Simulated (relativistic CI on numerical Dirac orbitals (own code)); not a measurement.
**Radial parameters of Tb XLIII**

Calculated at this level of theory: Dirac-Coulomb-Breit CI, orbitals from a KLI potential per configuration, a model potential for QED, unscaled Slater integrals (own radial code, finite nucleus).

Slater integrals F^k, G^k are unscaled and averaged over j, outside the closed core [Ne]; ζ comes from projecting the Hamiltonian with its Breit term on Σ l·s of the shell.

- 3s2.3p6.3d5: F^2(3d,3d) = 509800, F^4(3d,3d) = 329130, ζ(3d) = 123350 cm⁻¹; <r>(3d) = 0.2002, <r^2>(3d) = 0.0465 (bohr units).
- 3s2.3p5.3d6: ζ(3p) = 926980, F^2(3d,3d) = 508930, F^4(3d,3d) = 328550, F^2(3p,3d) = 442120, G^1(3p,3d) = 472810, G^3(3p,3d) = 315140, ζ(3d) = 122200 cm⁻¹; <r>(3p) = 0.224, <r^2>(3p) = 0.05807, <r>(3d) = 0.2005, <r^2>(3d) = 0.04664 (bohr units).
- 3s2.3p4.3d7: F^2(3p,3p) = 439180, ζ(3p) = 926270, F^2(3d,3d) = 508050, F^4(3d,3d) = 327950, F^2(3p,3d) = 441710, G^1(3p,3d) = 472810, G^3(3p,3d) = 315010, ζ(3d) = 121040 cm⁻¹; <r>(3p) = 0.2242, <r^2>(3p) = 0.05818, <r>(3d) = 0.2008, <r^2>(3d) = 0.04679 (bohr units).

Question: Give the Racah parameters of the d shell in 3s2.3p6.3d5.

Answer: B = F²/49 − 5F⁴/441 = 6672 cm⁻¹ and C = 35F⁴/441 = 26122 cm⁻¹.

Averages of the first 10 configurations, taken without configuration mixing, which lowers the lowest level and can move excited configurations by several eV; other configurations of the list can lie among them:

```tsv
Configuration	Parity	States	Average energy above the lowest level (eV)
3s2.3p6.3d5	even	252	86.8
3s2.3p5.3d6	odd	1260	444.4
3s2.3p4.3d7	even	1800	809.1
3s.3p6.3d6	even	420	747.1
3p6.3d7	even	120	1417.1
3s.3p5.3d7	odd	1440	1103.5
3s2.3p6.3d4.4s	even	420	1407.0
3s2.3p6.3d4.4p	odd	1260	1520.7
3s2.3p4.3d6.4s	even	6300	2112.3
3s2.3p5.3d5.4s	odd	3024	1756.1
```
